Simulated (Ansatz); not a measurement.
Start from `[NH2][Ge][Br]` and change one element to get `[NH2][Ge][F]`.

Ansatz, PBE0-D4/def2-TZVP geometries, multiplicity 1. Each molecule was computed in one conformer, which needn't be the lowest.

Scalar relativity is left out up to krypton.

| property | `[NH2][Ge][Br]` |
| --- | --- |
| size of the dipole moment (B3LYP/def2-TZVPP) / D | 3.01 |
| HOMO–LUMO gap (PBE0/def2-TZVPP) / eV | 5.47 |
| LUMO energy (PBE/def2-TZVPP) / eV | -2.64 |
| size of the dipole moment (ωB97M-V/def2-TZVPP) / D | 3.06 |
| HOMO energy (ωB97M-V/def2-TZVPP) / eV | -9.48 |
| ideal-gas entropy at 298 K and 1 bar (rigid rotor, harmonic PBE0-D4/def2-TZVP) / J/(mol·K) | 308 |

(1) Give the same properties after the change, and the shifts. (Estimate.)

Answers

(1) Computed: 
| property | `[NH2][Ge][F]` | shift |
| --- | --- | --- |
| size of the dipole moment (B3LYP/def2-TZVPP) / D | 2.58 | -0.43 |
| HOMO–LUMO gap (PBE0/def2-TZVPP) / eV | 6.23 | 0.76 |
| LUMO energy (PBE/def2-TZVPP) / eV | -2.24 | 0.40 |
| size of the dipole moment (ωB97M-V/def2-TZVPP) / D | 2.54 | -0.52 |
| HOMO energy (ωB97M-V/def2-TZVPP) / eV | -9.94 | -0.46 |
| ideal-gas entropy at 298 K and 1 bar (rigid rotor, harmonic PBE0-D4/def2-TZVP) / J/(mol·K) | 285 | -23 |

With PBE0 the HOMO falls by 0.33 eV and the LUMO rises by 0.42 eV, so the gap widens by about 0.75 eV. PBE moves the HOMO by -0.23 eV and ωB97M-V by -0.46 eV. Dipoles are sizes alone; their direction can turn.

B3LYP here is the variant with VWN-RPA as its local correlation; programs differ in this.

Spin–orbit coupling is left out; it splits and shifts lone-pair levels of the heavy atoms by tenths of an eV.
